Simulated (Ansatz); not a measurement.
Input for Ansatz (an electronic-structure program): R-CCSD(T)/def2-SVPD on HI (SMILES I) with ghost functions. Elements past Kr take the def2 small-core potentials; no spin–orbit coupling. The run froze 9 orbitals, filled d shells among them.

Ansatz 0.2 input:
```yaml
crystal:
  periodic: [false, false, false]
  atoms:
    - {symbol: I, position_ang: [0.03497907, -0.07585997, 4.39688129]}
    - {symbol: H, position_ang: [0.12921082, 0.02757521, 2.78099127]}
basis:
  gaussian:
    orbitals: def2-SVPD
    ghost_atoms:
      - {symbol: C, position_ang: [-0.33174177, 0.14491851, 0.27934740]}
      - {symbol: C, position_ang: [0.86025267, 0.23622170, 0.34974663]}
      - {symbol: H, position_ang: [-1.38993014, 0.06400416, 0.21552895]}
      - {symbol: H, position_ang: [1.91859748, 0.31735937, 0.41060676]}
magnetization: {spin_polarized: false}
correlation: {method: ccsd_t, electrons: outside_noble_gas}
scf: {lower_state_search: off}
```

The log:

```
WARN ansatz: RAYON_NUM_THREADS=1 ignored (pool sized by the plan → 1); use --threads N
Functional definition: HF
these checks for a lower state are left out or cut short: stability, starts, cluster_reference, orbital_swaps, neighbouring_geometries, increment
integrals: 0.12 GiB planned
918 factors; integrals over basis functions are off by at most 9.3e-4 eV
mean field: 0.17 GiB planned
mean field evaluation 1: about -8087.7594 eV, gradient 8.5e0 eV
mean field evaluation 2: about -8087.7603 eV, gradient 8.5e0 eV
mean field evaluation 4: about -8088.1204 eV, gradient 8.6e-1 eV
mean field evaluation 8: about -8088.1270 eV, gradient 7.2e-4 eV
mean field -8088.12699039 eV, -297.2331845673 hartree, gradient 2.4e-6 eV, S^2 0.000000; 0 other end points of the search recorded, 0 dependent functions left out
9 core orbitals not correlated
reference -8088.12699039 eV, -297.2331845673 hartree; 4, 4 occupied and 86, 86 virtual orbitals, 918 factors
second order -3.12509533 eV of doubles, -0.00000000 eV of singles
coupled cluster: 0.32 GiB planned
cycle   1  -3.44724469 eV  change   -3.2e-1 eV  update   4.4e-2
cycle   2  -3.54939974 eV  change   -1.0e-1 eV  update   1.4e-2
cycle   3  -3.55690959 eV  change   -7.5e-3 eV  update   3.4e-3
cycle   4  -3.55674266 eV  change    1.7e-4 eV  update   8.9e-4
cycle   5  -3.55655572 eV  change    1.9e-4 eV  update   2.4e-4
cycle   6  -3.55653669 eV  change    1.9e-5 eV  update   6.9e-5
cycle   7  -3.55653813 eV  change   -1.4e-6 eV  update   2.2e-5
cycle   8  -3.55653942 eV  change   -1.3e-6 eV  update   6.0e-6
perturbative correction -0.08168321 eV, -0.0030018025 hartree
Total energy: -8091.76521301 eV, -297.3668867828 hartree
Checks for a lower state left out: stability, starts, cluster_reference, orbital_swaps, neighbouring_geometries, increment
```

Self-consistency was reached.

Cost: roughly 3 core-seconds.
